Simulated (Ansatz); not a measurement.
The cluster Pb3F6. The state is a singlet with charge 0. Geometry B3LYP-D4/def2-SVP, basis def2-TZVP, Ansatz.

```
atom    x (Å)    y (Å)    z (Å)
 Pb1  -1.2726  -0.0818   1.6671
 Pb2   1.0207  -1.7236  -0.6267
 Pb3   0.2519   1.8054  -1.0404
  F4  -1.1600  -1.6963   0.0545
  F5  -1.7552   1.0356  -0.2663
  F6   0.1750   1.6326   1.2363
  F7   0.7704  -1.0984   1.5565
  F8   1.9504   0.3617  -0.5396
  F9   0.0194  -0.2352  -2.0414
```

| run | HOMO (eV) | LUMO (eV) |
| --- | --- | --- |
| A | -7.22 | -2.02 |
| B | -10.70 | 0.56 |
| C | -8.54 | -1.27 |
| D | -7.59 | -1.70 |
| E | -10.68 | 0.30 |

In the def2 sets Pb takes a core potential; there is no spin–orbit coupling. The structure comes from a short search, and lower isomers may exist.

The runs used PBE, PBE0, r2SCAN, ωB97M-V, ωB97X-V. Estimate which is which.

A PBE (0 % exact exchange); B ωB97X-V (range-separated); C PBE0 (25 % exact exchange); D r2SCAN (0 % exact exchange); E ωB97M-V (range-separated). Exact exchange lowers occupied and raises empty levels; among semilocal functionals meta-GGAs tend to open the gap a little, and such runs are hard to tell apart. The gap grows from 5.20 eV (PBE) to 11.27 eV (ωB97X-V).
